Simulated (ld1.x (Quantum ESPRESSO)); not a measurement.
Building the ultrasoft potential for silicon (BLYP, scalar-relativistic).

ld1.x (Quantum ESPRESSO) 7.5 was run on this input:

```
&input
   title='Si', zed=14., rel=1, dft='BLYP', iswitch=3,
   config='[Ne] 3s1 3p0',
   nld=2, rlderiv=2.20, eminld=-5.0, emaxld=5.0, deld=0.02
 /
 &inputp
   pseudotype=3, tm=.true., lloc=-1, rcloc=1.45,
   nlcc=.true., new_core_ps=.true., rcore=1.90,
   which_augfun='PSQ', rmatch_augfun_nc=.true.,
   file_pseudopw='Si.UPF', file_wfcaegen='ae.wfc', file_wfcncgen='nc.wfc', file_beta='beta', file_chi='chi', file_wfcusgen='us.wfc'
 /
4
3S  1  0   1.00   0.00  1.50  1.85  0.0
3S  1  0   0.00   0.75  1.50  1.85  0.0
3P  2  1   0.00   0.00  1.45  2.00  0.0
3P  2  1   0.00   1.95  1.45  2.00  0.0
 &test
   configts(1)='3s1 3p0'
 /
```

Command:

```bash
ld1.x < Si.in > Si.out
```

The program printed (shortened: banner, matrices, multipoles, cross overlaps and the repeated all-electron block are left out):

```
Program LD1 v.7.5
     --------------------------- All-electron run ----------------------------

     Si
     scalar relativistic calculation

     atomic number is 14.00
     dft =BLYP   lsd =0 sic =0 latt =0  beta=0.20 tr2=1.0E-14
     Exchange-correlation= BLYP
                           (   1   3   1   3   0   0   0)
     mesh =1141 r(mesh) = 100.57892 a.u. xmin = -7.00 dx = 0.01250
     1 Ry =  13.60569312 eV, c = 137.03599908

     n l     nl                  e(Ry)          e(Ha)          e(eV)
     1 0     1S 1( 2.00)      -134.1302       -67.0651     -1824.9343
     2 0     2S 1( 2.00)       -12.9143        -6.4572      -175.7081
     2 1     2P 1( 6.00)        -9.7054        -4.8527      -132.0492
     3 0     3S 1( 1.00)        -2.9128        -1.4564       -39.6309
     3 1     3P 1( 0.00)        -2.2732        -1.1366       -30.9289

     final scf error:  1.8E-15 reached in  17 iterations

     Etot =    -575.775618 Ry,    -287.887809 Ha,   -7833.826361 eV

     Ekin =     577.323810 Ry,     288.661905 Ha,    7854.890593 eV
     Encl =   -1345.102442 Ry,    -672.551221 Ha,  -18301.051051 eV
     Eh   =     231.953788 Ry,     115.976894 Ha,    3155.892063 eV
     Exc  =     -39.950774 Ry,     -19.975387 Ha,    -543.557966 eV

     normalization and overlap integrals

     s(1S/1S) =  1.000000  <r> =   0.1113  <r2> =    0.0167  r(max) =   0.0723
     s(2S/2S) =  1.000000  <r> =   0.5665  <r2> =    0.3833  r(max) =   0.4543
     s(2P/2P) =  1.000000  <r> =   0.5341  <r2> =    0.3594  r(max) =   0.3861
     s(3S/3S) =  1.000000  <r> =   1.8428  <r2> =    3.8809  r(max) =   1.6257
     s(3P/3P) =  1.000000  <r> =   2.0519  <r2> =    4.8583  r(max) =   1.7744

     ------------------------ End of All-electron run ------------------------

     --------------------- Generating US pseudopotential ---------------------

      Generating local potential from pseudized AE potential:
      Matching radius rcloc =   1.4500

      Local pseudo, rcloc= 1.435 Estimated cut-off energy=    10.98 Ry

      Computing core charge for nlcc:

       r > 1.91 : true rho core
      Core charge pseudized with two Bessel functions
      Integrated core pseudo-charge :   0.39
      Wfc-us  3S rcutus= 1.842  Estimated cut-off energy=    13.73 Ry
      Wfc-us  3S rcutus= 1.842  Estimated cut-off energy=    24.10 Ry
      Wfc-us  3P rcutus= 1.986  Estimated cut-off energy=    19.41 Ry
      Wfc-us  3P rcutus= 1.986  Estimated cut-off energy=    36.66 Ry

     Q pseudized with Bessel functions
     Expected ecutrho=     131.0817 due to l1=  1   l2=  1

     ------------------- End of pseudopotential generation -------------------

     Computing logarithmic derivative in   2.20828
     Message from routine run_pseudo:
     Warning: convergence not achieved
     Computing logarithmic derivative in   2.20828
     Computing the partial wave expansion
     R is outside the sphere for l=    0 j= 0.00
     R is outside the sphere for l=    0 j= 0.00
     R is outside the sphere for l=    1 j= 0.00
     R is outside the sphere for l=    1 j= 0.00

     ---------------------- Testing the pseudopotential ----------------------

     Si
     scalar relativistic calculation

     atomic number is 14.00   valence charge is  4.00
     dft =BLYP   lsd =0 sic =0 latt =0  beta=0.20 tr2=1.0E-14
     mesh =1141 r(mesh) = 100.57892 xmin = -7.00 dx = 0.01250

     n l     nl             e AE (Ry)        e PS (Ry)    De AE-PS (Ry)
     1 0     3S   1( 1.00)       -2.91282       -2.91282        0.00000
     2 1     3P   1( 0.00)       -2.27323       -2.27323        0.00000

     eps = 3.2E-13  iter =201

     Etot =    -575.775618 Ry,    -287.887809 Ha,   -7833.826361 eV
     Etotps =    -3.538005 Ry,      -1.769003 Ha,     -48.137017 eV

     Ekin =       0.784893 Ry,       0.392446 Ha,      10.679007 eV
     Encl =      -5.000635 Ry,      -2.500318 Ha,     -68.037107 eV
     Ehrt =       0.485985 Ry,       0.242992 Ha,       6.612158 eV
     Ecxc =      -0.731974 Ry,      -0.365987 Ha,      -9.959014 eV
     (Ecc =      -0.224259 Ry,      -0.112130 Ha,      -3.051199 eV)
     Epseu=       0.923726 Ry,       0.461863 Ha,      12.567938 eV

     ---------------------- End of pseudopotential test ----------------------
```

Generation and configuration tests took about 4 s on one core of a shared server CPU.

Transferability test of the new file with ld1.x, input:

```
&input
   title='Si', zed=14., rel=1, dft='BLYP', iswitch=2,
   config='[Ne] 3s1 3p0'
 /
 &test
   file_pseudo='Si.UPF', nconf=8,
   configts(1)='3s1 3p0',
   configts(2)='3s2 3p2',
   configts(3)='3s2 3p1',
   configts(4)='3s2 3p0',
   configts(5)='3s0 3p4',
   configts(6)='3s1 3p2',
   configts(7)='3s2 3p1.5',
   configts(8)='3s1 3p3'
 /
```

```bash
ld1.x < Si.test.in > Si.test.out
```

Pseudopotential blocks of its output, shortened (energy terms left out; the distinct warnings before each block abridged to one line each):

```
     Warning: convergence not achieved
     ---------------------- Testing the pseudopotential ----------------------

     n l     nl             e AE (Ry)        e PS (Ry)    De AE-PS (Ry)
     1 0     3S   1( 1.00)       -2.91282       -2.91282        0.00000
     2 1     3P   1( 0.00)       -2.27323       -2.27323        0.00000

     eps = 1.8E-13  iter =201

     Etot =    -575.775618 Ry,    -287.887809 Ha,   -7833.826361 eV
     Etotps =    -3.538005 Ry,      -1.769003 Ha,     -48.137017 eV

     ---------------------- End of pseudopotential test ----------------------

          Warning: convergence not achieved
     ---------------------- Testing the pseudopotential ----------------------

     n l     nl             e AE (Ry)        e PS (Ry)    De AE-PS (Ry)
     1 0     3S   1( 2.00)       -0.78527       -0.79234        0.00708  !
     2 1     3P   1( 2.00)       -0.28870       -0.29091        0.00221

     eps = 3.9E-14  iter =201

     Etot =    -580.000510 Ry,    -290.000255 Ha,   -7891.308947 eV
     Etotps =    -7.783506 Ry,      -3.891753 Ha,    -105.899999 eV
     dEtot_ae =      -4.224892 Ry
     dEtot_ps =      -4.245501 Ry,   Delta E=       0.020609 Ry

     ---------------------- End of pseudopotential test ----------------------

          Warning: convergence not achieved
     ---------------------- Testing the pseudopotential ----------------------

     n l     nl             e AE (Ry)        e PS (Ry)    De AE-PS (Ry)
     1 0     3S   1( 2.00)       -1.38964       -1.40070        0.01106  !
     2 1     3P   1( 1.00)       -0.84651       -0.85278        0.00627  !

     eps = 1.8E-13  iter =201

     Etot =    -579.442707 Ry,    -289.721353 Ha,   -7883.719654 eV
     Etotps =    -7.221431 Ry,      -3.610716 Ha,     -98.252580 eV
     dEtot_ae =      -3.667089 Ry
     dEtot_ps =      -3.683426 Ry,   Delta E=       0.016337 Ry

     ---------------------- End of pseudopotential test ----------------------

          Warning: convergence not achieved
     ---------------------- Testing the pseudopotential ----------------------

     n l     nl             e AE (Ry)        e PS (Ry)    De AE-PS (Ry)
     1 0     3S   1( 2.00)       -2.09326       -2.10608        0.01282  !
     2 1     3P   1( 0.00)       -1.50316       -1.51197        0.00881  !

     eps = 2.3E-13  iter =201

     Etot =    -578.274858 Ry,    -289.137429 Ha,   -7867.830258 eV
     Etotps =    -6.045706 Ry,      -3.022853 Ha,     -82.256026 eV
     dEtot_ae =      -2.499240 Ry
     dEtot_ps =      -2.507701 Ry,   Delta E=       0.008461 Ry

     ---------------------- End of pseudopotential test ----------------------

          ---------------------- Testing the pseudopotential ----------------------

     n l     nl             e AE (Ry)        e PS (Ry)    De AE-PS (Ry)
     1 0     3S   1( 0.00)       -0.89070       -0.89604        0.00534  !
     2 1     3P   1( 4.00)       -0.36881       -0.37107        0.00225

     eps = 4.2E-15  iter = 14

     Etot =    -578.980716 Ry,    -289.490358 Ha,   -7877.433941 eV
     Etotps =    -6.755589 Ry,      -3.377795 Ha,     -91.914471 eV
     dEtot_ae =      -3.205098 Ry
     dEtot_ps =      -3.217584 Ry,   Delta E=       0.012486 Ry

     ---------------------- End of pseudopotential test ----------------------

          Warning: convergence not achieved
     ---------------------- Testing the pseudopotential ----------------------

     n l     nl             e AE (Ry)        e PS (Ry)    De AE-PS (Ry)
     1 0     3S   1( 1.00)       -1.44461       -1.45428        0.00967  !
     2 1     3P   1( 2.00)       -0.89201       -0.89784        0.00582  !

     eps = 9.6E-14  iter =201

     Etot =    -578.894762 Ry,    -289.447381 Ha,   -7876.264480 eV
     Etotps =    -6.669138 Ry,      -3.334569 Ha,     -90.738245 eV
     dEtot_ae =      -3.119144 Ry
     dEtot_ps =      -3.131133 Ry,   Delta E=       0.011988 Ry

     ---------------------- End of pseudopotential test ----------------------

          Warning: convergence not achieved
     ---------------------- Testing the pseudopotential ----------------------

     n l     nl             e AE (Ry)        e PS (Ry)    De AE-PS (Ry)
     1 0     3S   1( 2.00)       -1.07248       -1.08161        0.00913  !
     2 1     3P   1( 1.50)       -0.55296       -0.55720        0.00425

     eps = 1.2E-13  iter =201

     Etot =    -579.791461 Ry,    -289.895730 Ha,   -7888.464692 eV
     Etotps =    -7.572837 Ry,      -3.786419 Ha,    -103.033701 eV
     dEtot_ae =      -4.015843 Ry
     dEtot_ps =      -4.034832 Ry,   Delta E=       0.018989 Ry

     ---------------------- End of pseudopotential test ----------------------

          Warning: convergence not achieved
     ---------------------- Testing the pseudopotential ----------------------

     n l     nl             e AE (Ry)        e PS (Ry)    De AE-PS (Ry)
     1 0     3S   1( 1.00)       -0.84097       -0.84736        0.00639  !
     2 1     3P   1( 3.00)       -0.33073       -0.33303        0.00230

     eps = 2.7E-13  iter =201

     Etot =    -579.496920 Ry,    -289.748460 Ha,   -7884.457255 eV
     Etotps =    -7.275411 Ry,      -3.637705 Ha,     -98.987009 eV
     dEtot_ae =      -3.721302 Ry
     dEtot_ps =      -3.737406 Ry,   Delta E=       0.016103 Ry

     ---------------------- End of pseudopotential test ----------------------
```
